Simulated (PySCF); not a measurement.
Polarisability and C₆ of Fe (iron, neutral)

[Ar] 3d5 4s2 4p1, high-spin 7P determinant (an excited configuration). Computed with PySCF 2.14 in aug-cc-pwCVTZ-DK (10s9p7d4f3g, 127 functions), with scalar relativity by spin-free X2C-1e. Coupled (time-dependent) response in atomic units; α is the mean over directions.

| method | mean α (bohr³) | α xx, yy, zz | C₆ (like pair) | S(−4) |
| --- | --- | --- | --- | --- |
| PBE0 | 75.05 | 63.32, 98.52, 63.32 | 786.6 | 2913 |

S(−4) is the Cauchy moment in α(ω) = α(0) + S(−4) ω² + …

α(iu) at PBE0:

```tsv
u (hartree)	α(iu) (bohr³)
0	75.05
0.0500	68.67
0.100	55.94
0.200	34.42
0.300	22.09
0.500	11.16
0.750	6.227
1.00	4.125
1.50	2.343
2.00	1.577
3.00	0.8927
5.00	0.4161
```

The components differ because the open shell of this determinant is not spherical; for a pure term their mean is the scalar polarisability.
